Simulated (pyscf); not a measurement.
Structures and frequencies: ωB97X-D3(BJ)/def2-SVP in PySCF.

SMILES: [SbH2][Te][SbH2]
```xyz
7

Sb     1.3351     1.7920    -1.6535
Te    -0.6638     1.4812     0.1505
Sb    -0.3107    -1.2060     0.1744
H      0.4533     2.8554    -2.6586
H      2.0552     3.1075    -0.8353
H     -1.9734    -1.5689     0.0239
H     -0.4003    -1.3406     1.8750
```

Task: How much does it cost (ΔH, 298 K, ωB97M-D3(BJ)/def2-TZVP) to split H₂Sb–Te–SbH₂ at its Sb–Te bond into SbH₂• + H₂Sb–Te•?

Result: Sb–Te to SbH₂• + H₂Sb–Te•: 174.8 kJ/mol. The 7 functionals that were run give +142.8 (M06-2X) to +234.4 kJ/mol (ωB97X-D3(BJ)/def2-TZVP). Other isomers of H₂Sb–Te• were not searched in full and may lie lower. Elements past Kr carry the def2 core potentials, without spin-orbit coupling.
